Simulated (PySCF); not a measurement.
Calculation: PySCF with TPSSh-D3(BJ)/def2-TZVP // TPSS-D3(BJ)/def2-SVP. All species are isolated molecules in the gas phase. One relaxed conformer stands for a flexible species; it need not be the lowest. 

Reference species: [W(F)6] (neutral, multiplicity 1).

The HOMO–LUMO gap is 6.46 eV and the coordination number comes out as 6. The mean distance from the central atom to its bonded neighbours is 1.858 Å.

After one change: the HOMO–LUMO gap falls by 1.73 eV; the coordination number stays essentially unchanged; the mean distance from the central atom to its bonded neighbours goes up by 0.078 Å.

**Question.** Name the change that produced these shifts. The new species is one of these.
A) [W(F)5(OH)]
B) [W(OH)6]
C) [W(F)4(OH)2]
D) [W(F)3(OH)3]

**Answer.** B, [W(OH)6]
